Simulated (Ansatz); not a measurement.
Isolated molecules relaxed with PBE0-D4/def2-TZVP in Ansatz; ΔE leaves out vibrations. CBS: MP2 limit from def2 TZ/QZ plus the TZ coupled-cluster correction, frozen cores. Double bonds are as drawn, so ΔE can hold a change between cis and trans. Functionals use def2-TZVPP. B3LYP here is the variant with VWN-RPA as its local correlation; programs differ in this. Elements past krypton have def2 core potentials. For Sn outer-core shells are correlated without core-valence functions, which leaves a few kJ/mol of doubt a bond. Each species was taken in one conformer, which may not be the lowest.

`N/C=C/[CH2][AlH2]` + `[CH3][SnH2][CH3]` → `[CH3][SnH]([CH3])[AlH2]` + `C/C=C/N`  (formal exchange of groups at the Al–C bond)

`N/C=C/[CH2][AlH2]`:

Cartesian coordinates in Å:
```
N 0.858 1.952 0.691
C -0.048 1.005 0.274
C -0.126 -0.273 0.724
C -1.122 -1.282 0.258
Al 0.068 -1.183 -1.304
H 1.674 1.607 1.170
H 1.070 2.680 0.030
H -0.819 1.389 -0.390
H 0.661 -0.616 1.394
H -1.145 -2.169 0.882
H -2.123 -0.883 0.101
H 1.441 -1.981 -1.330
H -0.389 -0.244 -2.502
```

`[CH3][SnH2][CH3]`:

Z-matrix (Å, degrees):
```
C
Sn 1 2.142
H 1 1.091 2 110.0
H 1 1.090 2 110.4 3 120.1
H 1 1.090 2 110.0 3 -119.9
C 2 2.142 1 109.9 3 59.9
H 2 1.714 1 109.6 3 -179.6
H 2 1.715 1 109.6 3 -60.7
H 6 1.091 2 110.0 1 60.1
H 6 1.091 2 110.0 1 -59.8
H 6 1.090 2 110.4 1 -179.8
```

`[CH3][SnH]([CH3])[AlH2]`:

Z-matrix (Å, degrees):
```
C
Sn 1 2.154
H 1 1.090 2 110.5
H 1 1.091 2 110.1 3 120.2
H 1 1.091 2 109.6 3 -120.0
C 2 2.155 1 107.2 3 177.2
Al 2 2.665 1 113.8 3 -56.7
H 2 1.725 1 106.5 3 63.6
H 6 1.090 2 110.5 1 -177.6
H 6 1.091 2 109.4 1 -57.6
H 6 1.090 2 110.2 1 62.1
H 7 1.592 2 120.9 1 -160.5
H 7 1.592 2 121.4 1 19.9
```

`C/C=C/N`:

```xyz
11

C    -0.980    1.364   -0.348
C    -0.344    0.211    0.350
C     0.527   -0.617   -0.225
N     1.073   -1.765    0.333
H    -0.782    2.311    0.167
H    -0.608    1.458   -1.371
H    -2.069    1.259   -0.402
H    -0.631    0.034    1.386
H     0.821   -0.453   -1.260
H     0.981   -1.829    1.336
H     2.012   -1.973    0.035
```

| level | ΔE (kcal/mol) | difference from CCSD(T)/CBS |
| --- | --- | --- |
| PBE-D4 | -4.1 | 2.4 |
| r2SCAN-D4 | -2.5 | 4.0 |
| PBE0-D4 | -4.6 | 1.9 |
| B3LYP-D4 | -6.0 | 0.5 |
| ωB97X-V | -4.6 | 1.9 |
| ωB97M-V | -3.4 | 3.1 |
| B2PLYP | -6.1 | 0.4 |
| PBE | -4.8 | 1.7 |
| r2SCAN | -2.6 | 3.9 |
| PBE0 | -5.1 | 1.4 |
| B3LYP | -7.1 | -0.6 |
| HF/def2-TZVPP | -10.3 | -3.8 |
| MP2/def2-TZVPP | -4.1 | 2.4 |
| SCS-MP2/def2-TZVPP | -5.7 | 0.8 |
| CCSD/def2-TZVPP | -6.6 | -0.1 |
| CCSD(T)/def2-TZVPP | -5.5 | 1.0 |
| HF/def2-QZVPP | -10.2 | -3.7 |
| MP2/def2-QZVPP | -4.7 | 1.8 |
| SCS-MP2/def2-QZVPP | -6.2 | 0.3 |
| HF/CBS(def2) | -10.1 | -3.6 |
| MP2/CBS(def2) | -5.1 | 1.4 |
| CCSD/CBS(def2) | -7.6 | -1.1 |
| CCSD(T)/CBS | -6.5 | 0 |

Largest T1 diagnostic among the species: 0.012.

The D4 term adds +1.2 kcal/mol with B3LYP and +0.5 kcal/mol with PBE0; it sums over pairs of atoms, weighted by their polarisabilities, and B3LYP, whose exchange is more repulsive, gets the larger term. In def2-TZVPP, CCSD(T) changes the Hartree–Fock value by +4.8 kcal/mol (the triples alone add +1.1 kcal/mol) and MP2 by +6.2 kcal/mol.
